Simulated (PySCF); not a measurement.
Input for PySCF: R-B3LYP/6-31G* on BeF2 (SMILES [F][Be][F]), a point of a bond scan (R = 2.072 Å).

```python
from pyscf import gto, scf, dft, mp
from pyscf.data.elements import chemcore

mol = gto.M(
    atom='''
    Be    0.00000000    0.00000000    0.00000000
    F    -0.00000000   -0.00000000   -2.07175183
    F     0.00000000    0.00000000    1.38116789
    ''',
    basis='6-31g*',
    cart=True,
    charge=0, spin=0, verbose=3, max_memory=1800)
mf = dft.RKS(mol, xc='b3lyp')
mf.conv_tol = 1e-8
mf.max_cycle = 100
mf.kernel()
if not mf.converged:
    mf = mf.newton().run(mf.mo_coeff, mf.mo_occ)
```

Program output:

```
converged SCF energy = -214.47858959771
```

The calculation finished and met its thresholds.

Cost: roughly 0.9 core-seconds.
